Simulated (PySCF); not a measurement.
# Gas-phase XPS of Al(OH)3, computed

Al(OH)3.
Structure used (PBE0-D3(BJ)/def2-SVP), in Å, numbered top down from 1:
```xyz
7
AlH3O3 angstrom
Al    -0.0005    0.0002    0.0052
O      1.6035    0.2725    0.4821
H      2.2914   -0.3902    0.4089
O     -1.1510    1.2377    0.1408
H     -0.9441    2.1182    0.4563
O     -0.4539   -1.5139   -0.6066
H     -1.3455   -1.7246   -0.8867
```

Computed with delta-SCF UKS SCAN, pcX-2 on the ionised atom, pcseg-1 elsewhere, spin-free X2C (PySCF). Binding energies are ΔSCF values: E(core-ionised, relaxed orbitals) − E(ground state) at a fixed geometry, referred to the vacuum level.

Question: Give the core binding energies atom by atom.

Answer: 
```
 atom(s)                environment  level  binding energy (eV)  count
     Al1    aluminium bonded to 3 O  Al 1s              1567.77      1
O2/O4/O6  oxygen bonded to Al and H   O 1s               538.30      3
```

Question: Which effective nuclear charge Zeff reproduces each element's mean 1s value in the hydrogen-like formula E = 13.606 eV × Zeff²?

Answer: O (Z = 8): mean 538.3 eV, Zeff = 6.29, Z − Zeff = 1.71; Al (Z = 13): mean 1567.8 eV, Zeff = 10.73, Z − Zeff = 2.27. Means run over the listed sites, weighted by atom count.

Question: Which photon energy gives electrons from Al 1s of Al1 a kinetic energy of 20 eV, and what is their de Broglie wavelength?

Answer: hν = 1567.77 + 20 = 1587.77 eV, recoil neglected; λ = 12.264 Å/√(E/eV) = 2.74 Å.

The first atom of each set that the bonding makes equivalent was ionised and stands for the set. Geometry: PBE0-D3(BJ)/def2-SVP, one conformer, isolated molecule.

Time: 4.5 s. Hardware: an x86-64 server with one thread, on a shared host.
